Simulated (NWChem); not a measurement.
AgH3SO; SMILES [OH2]->[Ag][SH]

```xyz
6

Ag    -0.0180    -0.2188     0.0011
S      0.0751     2.0836    -0.0018
H     -1.2827     2.2266     0.0122
O     -0.0047    -2.4593    -0.0006
H      0.5074    -2.8041     0.7563
H      0.4584    -2.8023    -0.7893
```
Atoms are numbered in this order, from 1.

Program: NWChem. Medium grid unless said otherwise, to which SCAN and Minnesota functionals are sensitive. Structure relaxed at the PBE-D3(BJ)/def2-SVP level. def2 effective core potentials on Ag; no spin-orbit coupling.

Question: Predict the results for M05-2X/def2-SVP. Quantities: highest occupied level (eV); orbital gap (eV); dipole (D).

Answer: The highest occupied level (eV) is -6.70 and the orbital gap (eV) comes out as 6.38. The dipole (D) is 7.64.
